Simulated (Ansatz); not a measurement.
Mulliken charges of ClH$_{3}$S$_{3}$Zr, SMILES `[SH][Zr]([SH])([SH])[Cl]` from r2SCAN/def2-TZVPP in Ansatz (PBE0-D4/def2-TZVP geometry).

| atom | x (Å) | y (Å) | z (Å) | charge (e) |
| --- | --- | --- | --- | --- |
| S1 | -0.828 | 1.073 | 1.731 | -0.295 |
| Zr2 | 0.007 | 0.368 | -0.427 | 0.775 |
| S3 | 2.399 | 0.684 | -0.293 | -0.304 |
| S4 | -0.476 | -1.996 | -0.684 | -0.309 |
| Cl5 | -0.942 | 1.598 | -2.163 | -0.275 |
| H6 | -2.093 | 1.010 | 1.263 | 0.125 |
| H7 | 2.556 | -0.638 | -0.079 | 0.140 |
| H8 | -0.623 | -2.099 | 0.653 | 0.142 |

**Question.** By hand: the dipole of these point charges (1 e Å = 4.8032 D).

**Answer.** Σ q r = (-0.066, -0.323, 0.293) e Å, of length 0.441 e Å = 2.12 D.

**Question.** How does the dipole of the full density compare? (An estimate is asked.)

**Answer.** Ansatz gave: (-0.077, -0.200, 0.158) e Å, 1.28 D; the point charges give 1.66 times that, at 9° from its direction.

Point charges leave out the atoms' own dipoles, such as those of lone pairs, and Mulliken's split depends on the basis, so the two needn't agree.
